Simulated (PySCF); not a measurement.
## Continuum solvent and chemical shifts

Structure with atom numbers: `[CH2:1]=[C:2]([F:3])[C:4]([F:5])([F:6])[C:7]([F:8])([F:9])[C:10]([F:11])([F:12])[F:13]` (H(Xn): hydrogen on atom n). Ha(C1) is cis to F3; Hb(C1) is trans to F3.

GIAO PBE0/pcSseg-1 in PySCF on one PBE0-D3(BJ)/def2-SVP conformer, non-relativistic, equivalent nuclei averaged. Solvents enter as an IEF-PCM continuum (tetrahydrofuran with ε = 7.4, dimethylsulfoxide with ε = 46.8) around the gas-phase geometry. Shifts are referred to TMS, CFCl3 computed in the same medium.

In tetrahydrofuran, δ in ppm: C2 162.6, C10 124.2, C7 113.6, C4 113.1, C1 109.5, F11/F12/F13 -90.5, F3 -118.4, F5/F6 -135.2, F8/F9 -143.7, Hb(C1) 5.97, Ha(C1) 5.96. Dipole moment 2.67 D.

Task: How does each δ change in the more polar medium?

Result: 
```json
{"atoms": "C2", "environment": "fully substituted alkene carbon", "Δδ, dimethylsulfoxide": "-0.2"}
{"atoms": "C10", "environment": "CF3 carbon", "Δδ, dimethylsulfoxide": "+0.2"}
{"atoms": "C7", "environment": "fully substituted sp3 carbon bonded to 2 F", "Δδ, dimethylsulfoxide": "+0.2"}
{"atoms": "C4", "environment": "allylic fully substituted sp3 carbon bonded to 2 F", "Δδ, dimethylsulfoxide": "+0.2"}
{"atoms": "C1", "environment": "terminal =CH2 carbon", "Δδ, dimethylsulfoxide": "+1.0"}
{"atoms": "F11/F12/F13", "environment": "fluorine of a CF3 group", "Δδ, dimethylsulfoxide": "+0.6"}
{"atoms": "F3", "environment": "vinylic fluorine", "Δδ, dimethylsulfoxide": "-1.3"}
{"atoms": "F5/F6", "environment": "fluorine of a CF2 group", "Δδ, dimethylsulfoxide": "+0.4"}
{"atoms": "F8/F9", "environment": "fluorine of a CF2 group", "Δδ, dimethylsulfoxide": "+0.3"}
{"atoms": "Hb(C1)", "environment": "hydrogen on a terminal =CH2 carbon", "Δδ, dimethylsulfoxide": "+0.07"}
{"atoms": "Ha(C1)", "environment": "hydrogen on a terminal =CH2 carbon", "Δδ, dimethylsulfoxide": "+0.08"}
```

Changes are relative to tetrahydrofuran. The dipole moment becomes 2.78 D in dimethylsulfoxide.

Task: Which of the listed nuclei move most (in ppm), and what does the model miss?

Result: F3 (vinylic fluorine, -1.3 ppm) in dimethylsulfoxide. A continuum only polarises the solute; specific hydrogen bonds, the anisotropy of aromatic solvents and changes of geometry or conformer are outside it.
